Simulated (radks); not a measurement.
Ni+, 27 electrons, occupied as [Ar] 3d9. All-electron calculation, non-relativistic Kohn-Sham, PBE, spin-polarised, spherical densities, point nucleus; open shells are filled with parallel spins first. Program: a radial shooting solver on a logarithmic mesh with Libxc functionals.

Local quantities along the radius. ELF = 1/(1 + alpha^2) is the electron localisation function; alpha = (tau - tau_W)/tau_unif compares the Pauli kinetic energy density with that of the uniform gas (summed over spins).

r (bohr)    ELF    alpha
0.001786  1.000  0.01491
0.002047  1.000  0.01520
0.002345  1.000  0.01554
0.002687  1.000  0.01595
0.003078  1.000  0.01643
0.003526  1.000  0.01699
0.00404   1.000  0.01766
0.004629  1.000  0.01847
0.005261  1.000  0.01937
0.006027  1.000  0.02053
0.006905  1.000  0.02194
0.007911  0.999  0.02368
0.009063  0.999  0.02585
0.01038   0.999  0.02859
0.0119    0.999  0.03209
0.01363   0.999  0.03663
0.01562   0.998  0.04264
0.01789   0.997  0.05074
0.0205    0.996  0.06192
0.02348   0.994  0.07773
0.0269    0.990   0.1007
0.03082   0.982   0.1350
0.03531   0.966   0.1877
0.04046   0.932   0.2702
0.04598   0.867   0.3915
0.05268   0.742   0.5897
0.06036   0.565   0.8778
0.06915   0.398    1.231
0.07922   0.300    1.526
0.09076   0.285    1.584
0.104     0.349    1.365
0.1191    0.482    1.037
0.1365    0.634   0.7593
0.1564    0.747   0.5823
0.1792    0.804   0.4941
0.2053    0.810   0.4836
0.2352    0.756   0.5682
0.2694    0.600   0.8170
0.3087    0.361    1.329
0.3536    0.210    1.938
0.4019    0.204    1.975
0.4605    0.335    1.408
0.5276    0.551   0.9023
0.6044    0.703   0.6498
0.6925    0.764   0.5553
0.7933    0.768   0.5500
0.9089    0.728   0.6119
1.041     0.642   0.7460
1.193     0.514   0.9729
1.367     0.366    1.317
1.566     0.238    1.792
1.794     0.149    2.388
2.055     0.094    3.105
2.355     0.059    4.011
2.698     0.034    5.293
3.091     0.018    7.316
3.513     0.009    10.52
4.025     0.004    16.69
4.611     0.001    29.09
5.283     0.000    56.55
6.053     0.000    124.6
6.934     0.000    316.7

On this mesh the ELF has minima near r = 0.091, 0.40 bohr, which separate the shells, and maxima near 0.21 (0.81), 0.79 (0.77).
